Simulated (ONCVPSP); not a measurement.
## H (Z = 1): one change to an ONCV potential, before and after

- Element: hydrogen
- Generator: ONCVPSP 4.0.1
- Type: optimised norm-conserving Vanderbilt (ONCV)
- Functional: PBE
- Relativity: fully relativistic
- Frozen core: none
- Valence charge: 1
- Reference configuration: 1s1
- Partial waves: 1s: rc 1.45 bohr, ncon 4, nbas 8, qcut 9.2 1/bohr, 1 projector; p scattering state at 0.29 Ha: rc 1.45 bohr, ncon 4, nbas 7, qcut 5.9 1/bohr, 2 projectors, debl 0.9 Ha
- Local potential: polynomial inside 1.30 bohr (lpopt 5, dvloc0 -1 Ha)
- Core correction: none

Open shells are filled in proportion to 2j + 1.

Change: s: qcut 6.9.

Cutoffs: the cutoffs (Ha) at which the residual kinetic energy of the hardest occupied pseudo-wave falls to 1 and 0.1 mHa per electron; they do not see the model core or the augmentation charge, which bear on the density cutoff. Errors are all-electron minus pseudo energies relative to the spin-unpolarised reference configuration.

Question: What does the change do?

Answer: The potential gets softer (15 Ha and 22 Ha → 13 Ha and 17 Ha); neither file shows a bound ghost. The waves are optimised to have the least kinetic energy above qcut, so the cutoff follows it (qcut²/2 in Ha).

```csv
quantity,base,changed
"cutoff, loose",15 Ha,13 Ha
"cutoff, tight",22 Ha,17 Ha
bound ghosts,none,none
GHOST(+) flags under 300 eV,none,none
"error for 1s0.5, meV [ΔE 4.76 eV]",+1.2,+2.6
s: phases at 1.47 bohr within 0.05 rad from the reference energy up to (Ha; the scan ends near 5),1.8,1.8
p3/2: phases at 1.47 bohr within 0.05 rad from the reference energy up to (Ha; the scan ends near 5),to the end of the scan,to the end of the scan
p1/2: phases at 1.47 bohr within 0.05 rad from the reference energy up to (Ha; the scan ends near 5),to the end of the scan,to the end of the scan
```
